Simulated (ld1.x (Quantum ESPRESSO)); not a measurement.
# Scattering properties, TM potential for P (Z = 15)

| Quantity | Value |
| --- | --- |
| Element | phosphorus |
| Generator | ld1.x (Quantum ESPRESSO) 7.5 |
| Type | norm-conserving Troullier–Martins (Kleinman–Bylander form) |
| Functional | PBE |
| Relativity | scalar-relativistic |
| Frozen core | [Ne] |
| Valence charge | 5 |
| Reference configuration | 3s2 3p2 (charge +1) |
| Partial waves | 3s (bound): rc 1.65 bohr; 3p (bound): rc 2.00 bohr |
| Local potential | all-electron potential smoothed inside 1.35 bohr (lloc = -1) |
| Core correction | none |

The phase is arctan(r·u′/u) with u = r·R(r), unwrapped; energies in Ry, scanned from -4 to 5 Ry. A pole is an energy at which the radial function vanishes at the test radius. The pseudo phase is shifted by a multiple of π to meet the all-electron one at the reference energy, and phase errors are pseudo minus all-electron; the curves can meet again beyond the range given. Levels narrower than the energy grid can be missing from the lists of poles.

```json
{"channel": "s", "radius (bohr)": "2.19", "reference energy (Ry)": "-1.71", "poles, all-electron": "-0.28", "poles, pseudo": "-0.32, 4.13", "unbroken range about the reference energy with phases within 0.05 rad": "below 1.3", "phase error 1 Ry above the reference energy (rad)": "-0.004"}
{"channel": "p", "radius (bohr)": "2.19", "reference energy (Ry)": "-1.04", "poles, all-electron": "0.76", "poles, pseudo": "0.71", "unbroken range about the reference energy with phases within 0.05 rad": "below 2.7", "phase error 1 Ry above the reference energy (rad)": "-0.003"}
```

Phases in the p channel:

| E (Ry) | all-electron | pseudo |
| --- | --- | --- |
| -4.00 | 1.271 | 1.270 |
| -3.76 | 1.254 | 1.253 |
| -3.52 | 1.234 | 1.233 |
| -3.28 | 1.209 | 1.208 |
| -3.04 | 1.179 | 1.177 |
| -2.80 | 1.140 | 1.139 |
| -2.56 | 1.090 | 1.088 |
| -2.32 | 1.020 | 1.018 |
| -2.08 | 0.918 | 0.916 |
| -1.84 | 0.760 | 0.758 |
| -1.60 | 0.497 | 0.495 |
| -1.36 | 0.067 | 0.066 |
| -1.12 | -0.464 | -0.464 |
| -0.88 | -0.875 | -0.876 |
| -0.64 | -1.125 | -1.127 |
| -0.40 | -1.277 | -1.279 |
| -0.16 | -1.377 | -1.380 |
| 0.08 | -1.447 | -1.451 |
| 0.32 | -1.500 | -1.505 |
| 0.56 | -1.542 | -1.548 |
| 0.80 | -1.577 | -1.584 |
| 1.04 | -1.607 | -1.616 |
| 1.28 | -1.635 | -1.645 |
| 1.52 | -1.660 | -1.674 |
| 1.76 | -1.685 | -1.702 |
| 2.00 | -1.710 | -1.732 |
| 2.24 | -1.736 | -1.764 |
| 2.48 | -1.764 | -1.801 |
| 2.72 | -1.794 | -1.845 |
| 2.96 | -1.829 | -1.900 |
| 3.20 | -1.871 | -1.972 |
| 3.44 | -1.921 | -2.076 |
| 3.68 | -1.986 | -2.235 |
| 3.92 | -2.074 | -2.498 |
| 4.16 | -2.197 | -2.932 |
| 4.40 | -2.381 | -3.473 |
| 4.64 | -2.661 | -3.892 |
| 4.88 | -3.057 | -4.144 |
